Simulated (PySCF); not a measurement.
Output of ΔSCF core-hole calculations on `F[Si-2](F)(F)(F)(F)F`.

Theory: PySCF, delta-SCF UKS SCAN, pcX-2 on the ionised atom, pcseg-1 elsewhere, spin-free X2C. The program numbers atoms from 0. The cycles run on a coarse integration grid; for E(ground) and E(ion) the exchange–correlation energy is redone on a finer one, so they differ from the last cycle, and only they enter the binding energy.

Coordinates (Å, GFN2-xTB):
```
F      0.282234    -0.577160    -1.588370
Si     0.000451     0.000618    -0.003974
F      1.484878     0.847958    -0.048954
F     -0.799708     1.368653    -0.644853
F      0.800578    -1.367099     0.638085
F     -0.281396     0.578884     1.580280
F     -1.483704    -0.846950     0.040707
```

```
ground state, core basis on atom 1 (Si), 144 functions
  cycle   1  E = -889.80322239  |g| = 3.04e-01
  cycle   2  E = -889.80308508  |g| = 1.10e-01
  cycle   3  E = -889.80333463  |g| = 9.60e-02
  cycle   4  E = -889.80465982  |g| = 1.92e-02
  cycle   5  E = -889.80470888  |g| = 2.76e-03
  cycle   6  E = -889.80471079  |g| = 5.21e-04
  cycle   7  E = -889.80471185  |g| = 6.49e-05
  E(ground) = -889.76342772 Eh
hole in Si 2p of atom 1
  cycle   1  E = -885.88011260  |g| = 1.25e+00
  cycle   2  E = -885.77564702  |g| = 1.18e+00
  cycle   3  E = -886.11574317  |g| = 4.16e-01
  cycle   4  E = -886.16989330  |g| = 7.82e-02
  cycle   5  E = -886.17132135  |g| = 2.09e-02
  cycle   6  E = -886.17146787  |g| = 4.11e-03
  cycle   7  E = -886.17146617  |g| = 4.72e-03
  cycle   8  E = -886.17147263  |g| = 2.27e-04
  E(ion) = -886.14432458 Eh   <S^2> = 0.7509   hole on atom = 1.003
```

Q: What energy does this spin-free Si 2p hole on atom 1 cost, and which doublet follows from it?

A: (-886.144325 − (-889.763428)) Eh × 27.2114 eV/Eh = 98.48 eV. With the spin–orbit matrix of the shell the program then gives 2p3/2 = 98.27 eV and 2p1/2 = 98.90 eV; their weighted mean, 98.48 eV, equals the energy of that hole.

```
ground state, core basis on atom 0 (F), 133 functions
  cycle   1  E = -889.47256021  |g| = 1.29e+00
  cycle   2  E = -889.15604139  |g| = 2.00e+00
  cycle   3  E = -889.72253181  |g| = 7.62e-02
  cycle   4  E = -889.72298076  |g| = 5.63e-02
  cycle   5  E = -889.72336116  |g| = 8.92e-03
  cycle   6  E = -889.72337483  |g| = 2.72e-03
  cycle   7  E = -889.72337517  |g| = 1.38e-03
  cycle   8  E = -889.72337873  |g| = 1.24e-04
  E(ground) = -889.72500435 Eh
hole in F 1s of atom 0
  cycle   1  E = -863.82694585  |g| = 2.58e+00
  cycle   2  E = -863.86950053  |g| = 2.08e+00
  cycle   3  E = -864.67842524  |g| = 3.16e-01
  cycle   4  E = -864.68602674  |g| = 2.36e-01
  cycle   5  E = -864.70288052  |g| = 2.11e-02
  cycle   6  E = -864.70294225  |g| = 1.52e-02
  cycle   7  E = -864.70300919  |g| = 3.07e-03
  cycle   8  E = -864.70301229  |g| = 5.85e-04
  cycle   9  E = -864.70301235  |g| = 2.05e-04
  E(ion) = -864.71360907 Eh   <S^2> = 0.7565   hole on atom = 1.000
```

Q: What is the F 1s binding energy of atom 0?

A: (-864.713609 − (-889.725004)) Eh × 27.2114 eV/Eh = 680.60 eV, for the silicon-bound fluorine.

The ground state is recomputed for each atom, because the flexible core basis sits on the ionised atom alone; energies of different blocks can't be mixed. The species carries charge -2, so core ionisation leaves charge -1. The basis sets have no added diffuse functions. Whether so highly charged an anion holds all its electrons in the gas phase wasn't checked; a finite basis holds them in any case. No counter-ion or solvent screens the charge of this multiply charged ion.
Labels such as C1 count atoms from 1, the log's own numbers from 0.
